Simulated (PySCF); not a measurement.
C₃H₆N₂Si, SMILES N#CC/C=N/[SiH3].

The structure is a stationary point at TPSSh-D3(BJ)/def2-SVP. The structure was generated by enumeration; whether it is a known compound was not checked. Other conformers were not sampled.

Method: TDA-LC-ωPBE/def2-SVPD run with PySCF 2.14.0.

Vertical excitations. Gas-phase values at a fixed geometry.

```
state  energy (eV)  λ (nm)      f                                                                     main pairs
-----  -----------  ------  -----  -----------------------------------------------------------------------------
S1            4.39     283  0.001                                                                 HOMO→LUMO 94 %
S2            7.42     167  0.026                                             HOMO→LUMO+1 68 %, HOMO→LUMO+2 16 %
S3            7.60     163  0.006   HOMO−3→LUMO+5 17 %, HOMO−2→LUMO+4 16 %, HOMO−3→LUMO+4 13 %, HOMO−3→LUMO 11 %
S4            7.96     156  0.141     HOMO−1→LUMO 15 %, HOMO−2→LUMO+4 14 %, HOMO−2→LUMO 12 %, HOMO−3→LUMO+5 10 %
S5            8.07     154  0.003  HOMO−3→LUMO+4 13 %, HOMO−2→LUMO+4 11 %, HOMO−2→LUMO+5 11 %, HOMO−4→LUMO+4 7 %
S6            8.27     150  0.537                                                               HOMO−1→LUMO 57 %
S7            8.32     149  0.014          HOMO→LUMO+6 25 %, HOMO→LUMO+5 16 %, HOMO−2→LUMO 14 %, HOMO→LUMO+3 8 %
S8            8.45     147  0.004         HOMO→LUMO+6 28 %, HOMO→LUMO+2 14 %, HOMO→LUMO+3 12 %, HOMO→LUMO+7 11 %
S9            8.47     146  0.006                            HOMO−2→LUMO 30 %, HOMO→LUMO+6 18 %, HOMO−4→LUMO 7 %
S10           8.81     141  0.012    HOMO−1→LUMO+1 33 %, HOMO−1→LUMO+2 20 %, HOMO−1→LUMO+3 10 %, HOMO−2→LUMO 9 %
T1            3.69     336      0                                                                 HOMO→LUMO 92 %
T2            4.86     255      0                                             HOMO−1→LUMO 60 %, HOMO−6→LUMO 28 %
T3            6.14     202      0   HOMO−3→LUMO+4 25 %, HOMO−2→LUMO+5 14 %, HOMO−4→LUMO+5 7 %, HOMO−1→LUMO+4 5 %
T4            6.74     184      0                      HOMO−3→LUMO+4 31 %, HOMO−2→LUMO+5 11 %, HOMO−1→LUMO+4 6 %
```
Triplets are in the Tamm–Dancoff approximation.
